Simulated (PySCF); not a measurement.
A structure optimised at r2SCAN-D4/def2-SVP, used in a PySCF frequency run:

```xyz
5

I      1.4149    -1.4149     1.4149
Si     0.0000     0.0000     0.0000
I     -1.4149    -1.4149    -1.4149
I     -1.4149     1.4149     1.4149
I      1.4149     1.4149    -1.4149
```
Charge 0, spin multiplicity 1.

Question: Write its SMILES, formula and point group.

Answer: I[Si](I)(I)I, I4Si, Td

Question: What are its rotational constants (standard atomic weights)?

Answer: 0.24865, 0.24865, 0.24865 GHz
